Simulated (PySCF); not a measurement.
Exercise with solution: entropy of an ideal gas

C2H6NO, SMILES [OH+]=C(C)N, charge +1.

The structure is a stationary point at PBE-D3(BJ)/def2-SVP. The isomer is the one that the SMILES or the coordinates give; other isomers of the formula were not compared. One conformer was computed; it need not be the lowest.

PBE-D3(BJ)/def2-SVP run with PySCF gives the harmonic wavenumbers 105, 423, 515, 516, 529, 658, 737, 882, 975, 1011, 1056, 1169, 1325, 1384, 1387, 1494, 1521, 1712, 2981, 3064, 3118, 3448, 3579, 3651 cm⁻¹ and the rotational temperatures 0.4949, 0.4284, 0.2369 K. The molar mass is 60.08 g/mol, the symmetry number 1, the spin multiplicity 1.

**Question.** Work out the entropy at 298.15 K and 1 atm in the rigid-rotor, harmonic-oscillator model.

**Answer.** 
Translation (Sackur–Tetrode at 1 atm): S = R[1.5 ln M + 2.5 ln T − 1.16487] = 159.8 J/(mol K).
Rotation: q = (√π/σ) T^1.5/√(θA θB θC) = 40700, S = R[ln q + 3/2] = 100.7 J/(mol K).
Vibration: with u = 1.4388 ν/T, each mode gives R[u/(e^u − 1) − ln(1 − e^−u)]:
| ν (cm⁻¹) | modes | u | S (J/(mol K)) |
|---|---|---|---|
| 105 | 1 | 0.51 | 14.06 |
| 423 | 1 | 2.04 | 3.69 |
| 515 | 1 | 2.49 | 2.60 |
| 516 | 1 | 2.49 | 2.59 |
| 529 | 1 | 2.55 | 2.47 |
| 658 | 1 | 3.18 | 1.51 |
| 737 | 1 | 3.56 | 1.11 |
| 882 | 1 | 4.26 | 0.63 |
| 975 | 1 | 4.71 | 0.43 |
| 1011 | 1 | 4.88 | 0.37 |
| 1056 | 1 | 5.10 | 0.31 |
| 1169 | 1 | 5.64 | 0.20 |
| 1325 | 1 | 6.39 | 0.10 |
| 1384 | 1 | 6.68 | 0.08 |
| 1387 | 1 | 6.69 | 0.08 |
| 1494 | 1 | 7.21 | 0.05 |
| 1521 | 1 | 7.34 | 0.05 |
| 1712 | 1 | 8.26 | 0.02 |
The stiffer modes add less than 0.005 each. Sum 30.3 J/(mol K).
Spin: R ln 1 = 0.0 J/(mol K).
Total 290.9 J/(mol K); the program's own thermochemistry gives 290.9. Translation makes up 55 % and vibration 10 %. Anharmonicity, hindered rotation and orbital degeneracy are left out.
